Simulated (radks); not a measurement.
Question: Coulomb parameter of the 4d shell of the cadmium ion Cd+ in the model configuration [Kr] 4d9 5s1 5p1, as a second difference U = [E(n + 0.25) + E(n - 0.25) - 2 E(n)] / (0.25)^2 with all orbitals relaxed. "Bare": the charge of the atom changes with n. "Screened": the 5p shell takes up the change at fixed total charge, which measures U(4d,4d) + U(5p,5p) - 2 U(4d,5p). Method: Dirac Kohn-Sham, LDA (Slater exchange, Perdew-Wang correlation), spin-unpolarised, spherical densities, point nucleus; open shells are shared between the two j in proportion to 2j + 1; computed with a radial shooting solver on a logarithmic mesh with Libxc functionals. Estimate both.

Answer: U(bare) = 13.586 eV, U(screened by 5p) = 3.860 eV, against the Slater integral F0(4d,4d) = 20.052 eV with frozen orbitals.
